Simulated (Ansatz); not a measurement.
Job for Ansatz (a program for electronic structure): R-wB97X-V/def2-TZVPP on F2Ru (SMILES [F][Ru][F]), 2S+1 = 1, a spin state set in the input, which need not be the lowest. Elements past Kr take the def2 small-core potentials; no spin–orbit coupling.

Ansatz 0.2 input:
```yaml
crystal:
  periodic: [false, false, false]
  atoms:
    - {symbol: Ru, position_ang: [0.22815664, 0.17907390, 0.11554969]}
    - {symbol: F, position_ang: [-0.34777259, 1.25197455, -1.26784285]}
    - {symbol: F, position_ang: [0.08634723, -1.38377686, 1.08197353]}
basis:
  gaussian:
    orbitals: def2-TZVPP
hamiltonian:
  xc: {name: wB97X-V}
```

The head of its log:

```
WARN ansatz: RAYON_NUM_THREADS=1 ignored (pool sized by the plan → 1); use --threads N
Functional definition: wB97X-V
integrals: 0.05 GiB planned
669 factors; their error is unknown
integrals: 0.08 GiB planned
114 factors; integrals over basis functions are off by at most 1.3e-4 eV
mean field: 0.43 GiB planned
mean field evaluation 1: about -8011.7147 eV, gradient 3.5e1 eV
mean field evaluation 2: about -8009.7574 eV, gradient 5.3e1 eV
```

Task: Give the final energy of this run.

Result: -294.5151 hartree.
